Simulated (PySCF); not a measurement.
Compound: C6H14P2.
Atom-mapped SMILES: `[CH2:1]=[CH:2][CH2:3][P@:4]([CH3:5])([PH2:6])=[CH:7][CH3:8]` (hydrogens: H9, H10 on C1; H11 on C2; H12, H13 on C3; H14, H15, H16 on C5; H17, H18 on P6; H19 on C7; H20, H21, H22 on C8)

The same species was optimised twice, with GFN2-xTB and with PBE0-D3(BJ)/def2-SVP (PySCF), and the same property calculations (PySCF, gas phase) were run on both structures.

```json
{"coordinate": "P4=C7 (Å)", "GFN2-xTB": "1.722", "PBE0-D3(BJ)/def2-SVP": "1.679", "change": "-0.043"}
{"coordinate": "P4–P6 (Å)", "GFN2-xTB": "2.283", "PBE0-D3(BJ)/def2-SVP": "2.318", "change": "+0.035"}
{"coordinate": "C1=C2 (Å)", "GFN2-xTB": "1.322", "PBE0-D3(BJ)/def2-SVP": "1.335", "change": "+0.013"}
{"coordinate": "C7–C8 (Å)", "GFN2-xTB": "1.510", "PBE0-D3(BJ)/def2-SVP": "1.502", "change": "-0.008"}
{"coordinate": "P4–C5 (Å)", "GFN2-xTB": "1.829", "PBE0-D3(BJ)/def2-SVP": "1.822", "change": "-0.007"}
{"coordinate": "C3–P4 (Å)", "GFN2-xTB": "1.843", "PBE0-D3(BJ)/def2-SVP": "1.839", "change": "-0.004"}
{"coordinate": "C2–C3 (Å)", "GFN2-xTB": "1.489", "PBE0-D3(BJ)/def2-SVP": "1.493", "change": "+0.004"}
{"coordinate": "P6–P4–C7 (°)", "GFN2-xTB": "135.8", "PBE0-D3(BJ)/def2-SVP": "127.8", "change": "-8.0"}
{"coordinate": "P4–C7–C8 (°)", "GFN2-xTB": "118.9", "PBE0-D3(BJ)/def2-SVP": "123.3", "change": "+4.4"}
{"coordinate": "C5–P4–C7 (°)", "GFN2-xTB": "108.3", "PBE0-D3(BJ)/def2-SVP": "112.2", "change": "+3.9"}
{"coordinate": "C3–P4–C5 (°)", "GFN2-xTB": "103.7", "PBE0-D3(BJ)/def2-SVP": "107.1", "change": "+3.4"}
{"coordinate": "C3–P4–C7 (°)", "GFN2-xTB": "107.1", "PBE0-D3(BJ)/def2-SVP": "110.5", "change": "+3.4"}
{"coordinate": "C2–C3–P4 (°)", "GFN2-xTB": "109.4", "PBE0-D3(BJ)/def2-SVP": "111.8", "change": "+2.4"}
{"coordinate": "C1–C2–C3 (°)", "GFN2-xTB": "123.5", "PBE0-D3(BJ)/def2-SVP": "124.5", "change": "+1.0"}
{"coordinate": "C5–P4–P6 (°)", "GFN2-xTB": "98.5", "PBE0-D3(BJ)/def2-SVP": "98.0", "change": "-0.5"}
{"coordinate": "C1–C2–C3–P4 (°)", "GFN2-xTB": "-97", "PBE0-D3(BJ)/def2-SVP": "-104", "change": "-7"}
{"coordinate": "C2–C3–P4–C5 (°)", "GFN2-xTB": "171", "PBE0-D3(BJ)/def2-SVP": "175", "change": "+4"}
```

Rotational constants: A = 1659, B = 1024, C = 850.0 MHz (GFN2-xTB) against A = 1604, B = 1003, C = 833.2 MHz (PBE0-D3(BJ)/def2-SVP). Point groups within 0.08 Å: C1 and C1.

On the GFN2-xTB structure: HOMO (eV) -4.92 [PBE0/pcSseg-1]; LUMO (eV) -0.17 [PBE0/pcSseg-1]; dipole (D) 0.89 [PBE0/pcSseg-1]; GIAO shielding of C1 (ppm) 61.2 [PBE0/pcSseg-1]; GIAO shielding of C2 (ppm) 47.5 [PBE0/pcSseg-1]; GIAO shielding of C3 (ppm) 141.1 [PBE0/pcSseg-1]; GIAO shielding of P4 (ppm) 342.7 [PBE0/pcSseg-1]; GIAO shielding of C5 (ppm) 168.1 [PBE0/pcSseg-1]; GIAO shielding of P6 (ppm) 502.9 [PBE0/pcSseg-1]; GIAO shielding of C7 (ppm) 138.6 [PBE0/pcSseg-1]; GIAO shielding of C8 (ppm) 172.4 [PBE0/pcSseg-1].

What do these properties become on the PBE0-D3(BJ)/def2-SVP structure?

```tsv
property	level	on GFN2-xTB	on PBE0-D3(BJ)/def2-SVP	change
HOMO (eV)	PBE0/pcSseg-1	-4.92	-4.77	+0.15
LUMO (eV)	PBE0/pcSseg-1	-0.17	-0.19	-0.02
dipole (D)	PBE0/pcSseg-1	0.89	1.20	+0.31
energy, GFN2-xTB geometry as zero (kcal/mol)	PBE0/pcSseg-1	0.0	-4.2	-4.2
GIAO shielding of C1 (ppm)	PBE0/pcSseg-1	61.2	56.8	-4.4
GIAO shielding of C2 (ppm)	PBE0/pcSseg-1	47.5	45.8	-1.7
GIAO shielding of C3 (ppm)	PBE0/pcSseg-1	141.1	141.9	+0.8
GIAO shielding of P4 (ppm)	PBE0/pcSseg-1	342.7	343.7	+1.0
GIAO shielding of C5 (ppm)	PBE0/pcSseg-1	168.1	168.4	+0.3
GIAO shielding of P6 (ppm)	PBE0/pcSseg-1	502.9	457.5	-45.4
GIAO shielding of C7 (ppm)	PBE0/pcSseg-1	138.6	154.4	+15.8
GIAO shielding of C8 (ppm)	PBE0/pcSseg-1	172.4	172.1	-0.3
```

The heavy atoms differ by 0.090 Å rms after alignment. Among bonds between heavy atoms P4=C7 changes most (-0.043 Å). Changes are differences of the printed values. Neither structure is proved a minimum here.

Conformer computed: `[CH2:1]=[CH:2][CH2:3][P@:4]([CH3:5])([PH2:6])=[CH:7][CH3:8]`: C1–C2–C3–P4 -104°, C2–C3–P4–C5 175°, H–P6–P4–C3 -179°, H–P6–P4–C3 -86°.
